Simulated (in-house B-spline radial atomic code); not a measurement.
Zn²⁺. Computed with a B-spline radial atomic code. Model: non-relativistic spherical atom: semilocal Troullier-Martins pseudo-atom, one channel per l, against all electrons, high spin, G0W0 and RPA with empty states to l = 8, local potential for every l without a channel, a model core (radius 0 = none) keeps its share of the functional.

What the tables leave out is listed at the end.

The pseudopotential gives back the lowest level of each angular momentum of its own functional in the configuration it was made in; a second state of the same l is only approximately right. Exact exchange, RPA and GW see the smooth pseudo-orbitals and miss the exchange with the core, for which the functional's share stands in. The column with an uncorrelated core keeps all orbitals and exact exchange, and so separates missing core correlation from pseudisation. Only the three outermost levels and the lowest empty one were computed. RPA here is direct RPA, with no exchange kernel, and its energies carry an (l + 1/2)⁻⁴ tail. A hybrid on a potential with a model core restores only its own semilocal share of the core's exchange.

Command:
```bash
python run_psgw.py task.json out
```
Settings (lengths in bohr, energies in hartree):
```
Z                      30
electrons              28
configuration          [Ar] 3d10
generated_in           [Ar] 3d10
functional             pbe,pbe
core_shells            5
radius_factor          0.9
core_correction        True
```

Cost of the run: 24 s on 1 thread of Arm Neoverse N1 (shared host).

Given: made with PBE; model core radius 0.357 bohr; local radius 1.603 bohr; mean-field start PBE0.

Valence shells of the generating configuration: 3d.

Channel: s 1.738, p 2.088, d 1.517 (radii in bohr).

Computed: largest level miss in the spin-unpolarised generating configuration 0 eV; valence RPA correlation energy all-electron orbitals -0.61643 hartree; all-electron RPA polarisability, core included 2.2237 bohr³; pseudo-atom RPA polarisability 2.8519 bohr³.

| level | occupied | mean-field all-electron (eV) | mean-field pseudo minus all (eV) | G0W0 all-electron (eV) | G0W0 uncorrelated core minus all (eV) | G0W0 pseudo minus all (eV) | exchange self-energy all-electron (eV) | exchange self-energy pseudo (eV) |
| --- | --- | --- | --- | --- | --- | --- | --- | --- |
| 3d | 1 | -33.954 | 1.662 | -40.206 | -0.196 | 5.54 | -52.669 | -33.172 |
| 4s (empty) | 0 | -21.013 | -0.361 | -17.752 | -0.024 | -0.905 | -3.4159 | -2.2105 |

Problem. What is the valence RPA correlation energy pseudo?

Solution. -0.83981 hartree.

Among the listed levels the largest G0W0 shift of the pseudo-atom is +5.54 eV, for 3d on the PBE0 start, while leaving the core uncorrelated moves that level by -0.20 eV. So pseudisation and the lost core exchange, not the missing core correlation, make the error. Not in the tables (levels of low weight, unsolved or above zero; the highest and the empty levels are kept at any weight): on PBE, a start not tabulated, the G0W0 levels 3d (pseudo minus all +5.44 eV, weights 0.87 and 0.78), 4s (pseudo minus all -0.67 eV, weights 0.96 and 0.97); no Hartree-Fock pseudo-atom is run with a model core.
